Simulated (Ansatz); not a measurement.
Basis-set series for C$_{3}$H$_{6}$FIn (`C=[CH][In]([CH3])[F]`). The species carries charge 0 and has multiplicity 1. In: def2 effective core potential. Geometry: relaxed with PBE0-D4/def2-TZVP. It is one conformer, not always the lowest.

```
functional       basis  functions  energy (Eh)  HOMO (eV)  LUMO (eV)
   PBE0-D4    def2-SVP        112   -407.48830      -7.73      -1.27
   PBE0-D4  def2-QZVPP        490   -407.77292      -7.83      -1.43
   ωB97M-V    def2-SVP        112   -407.57584      -9.87       0.44
   ωB97M-V  def2-QZVPP        490   -407.87094      -9.97       0.13
```

Give the rows for def2-TZVPP. (Estimate.)

Ansatz gave: 
```
functional       basis  functions  energy (Eh)  HOMO (eV)  LUMO (eV)
   PBE0-D4  def2-TZVPP        258   -407.75845      -7.81      -1.40
   ωB97M-V  def2-TZVPP        258   -407.85701      -9.96       0.20
```

Positive LUMOs are unbound and depend on the basis.
